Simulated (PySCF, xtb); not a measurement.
CH₄S₂Zn, SMILES C[S][Zn][SH]. One conformer was computed; it need not be the lowest.

Harmonic wavenumbers (cm⁻¹) from GFN2-xTB in xtb at its own minimum, in rising order: 45, 51, 60, 128, 158, 244, 303, 546, 713, 938, 950, 1319, 1432, 1450, 2512, 2985, 3024, 3049.

Question: What does PySCF with PBE-D3(BJ)/def2-SVP give at its own minimum? (The exact figures need the calculation; the answer reports its results.)

Answer: 65, 82, 104, 124, 171, 319, 448, 608, 686, 918, 935, 1284, 1405, 1406, 2604, 2980, 3084, 3086. Paired by order, the mean absolute difference is 42 cm⁻¹ and the zero-point energies are 28.5 and 29.0 kcal/mol.
